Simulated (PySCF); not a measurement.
(OMe)3Si-O-SiH3, C₃H₁₂O₄Si₂.
Geometry (PBE0-D3(BJ)/def2-SVP, Å), atoms numbered from 1 in this order:
```
atom  x, y, z in Å
Si1   -0.5023   -0.2427   -0.0085
O2    -1.8888    0.4513    0.5107
C3    -2.1917    0.7466    1.8479
O4    -0.5291   -0.3231   -1.6454
C5    -0.7425    0.7654   -2.5028
O6    -0.3894   -1.7584    0.6010
C7     0.7274   -2.5946    0.4767
O8     0.7802    0.6561    0.5048
Si9    2.3240    1.1685    0.2028
H10   -2.2154   -0.1656    2.4686
H11   -3.1853    1.2169    1.8879
H12   -1.4583    1.4460    2.2862
H13    0.1095    1.4698   -2.4932
H14   -1.6550    1.3237   -2.2329
H15   -0.8577    0.3882   -3.5298
H16    1.6336   -2.1408    0.9184
H17    0.9405   -2.8379   -0.5787
H18    0.5262   -3.5348    1.0115
H19    3.2117    0.7543    1.3284
H20    2.3409    2.6559    0.0858
H21    2.8346    0.5710   -1.0689
```

Method used: TDDFT CAM-B3LYP/def2-SVPD, vertical, gas phase, core orbitals frozen in the response (PySCF 2.14.0, density-fitted response routines).

Kohn–Sham orbitals with the atoms that hold most of them (Löwdin shares over 4%, at most four atoms; ? is withheld):

```tsv
orbital	ε (eV)	atoms
LUMO+2	1.59	C5 15%, C7 11%, H13 9%, Si9 8%
LUMO+1	1.24	Si9 46%, H21 12%, H19 12%, H20 11%
LUMO	0.82	?
HOMO	?	O6 32%, O4 22%, O8 10%, C7 8%
HOMO-1	-9.78	?
HOMO-2	-10.18	O2 22%, O6 20%, O4 13%, C3 6%
HOMO-3	-10.33	O6 30%, O8 12%, C7 10%, Si9 8%
```

Problem. Which atoms hold the HOMO-1, and with what shares?

Solution. O2 (bonded to C and Si) 37%; O4 (bonded to C and Si) 16%; C3 (bonded to O and 3 H) 10%; O8 (bonded to 2 Si) 8%. By element: oxygen 62% or more, carbon 10% or more.

Problem. Which atoms hold the LUMO, and with what shares?

Solution. Si9 (bonded to O and 3 H) 22%; Si1 (bonded to 4 O) 13%; O8 (bonded to 2 Si) 8%; H21 (bonded to Si) 7%. By element: silicon 35%, oxygen 8% or more, hydrogen 7% or more.

Problem. What is the HOMO energy, and the HOMO–LUMO gap?

Solution. ε(HOMO) = -9.72 eV; the gap is 10.54 eV (0.3874 hartree).

Problem. How does S1 compare with the orbital gap of 10.54 eV?

Solution. S1 is at 7.52 eV (f = 0.0003), 3.02 eV below the gap, made of HOMO→LUMO (61%), HOMO-3→LUMO (8%). Without the coupling terms of the response equations the lowest excitation would equal the gap.

Next come S2 at 7.65 eV (f 0.0033), HOMO-1→LUMO (51%); S3 at 7.95 eV (f 0.0009), HOMO-4→LUMO (19%), HOMO-2→LUMO (18%), HOMO-7→LUMO (12%); S4 at 8.00 eV (f 0.0003), HOMO-3→LUMO (33%), HOMO-6→LUMO (10%), HOMO-1→LUMO (10%); S5 at 8.12 eV (f 0.0033), HOMO-2→LUMO (37%), HOMO-4→LUMO (16%), HOMO→LUMO+2 (13%).

Time: 76 s wall, 2.8 min CPU (with the writing of density and orbital grids); peak memory 2.1 GiB. Hardware: an Intel Xeon Platinum 8375C at 2.90 GHz with 2 threads (shared host).

One conformer stands for the species.
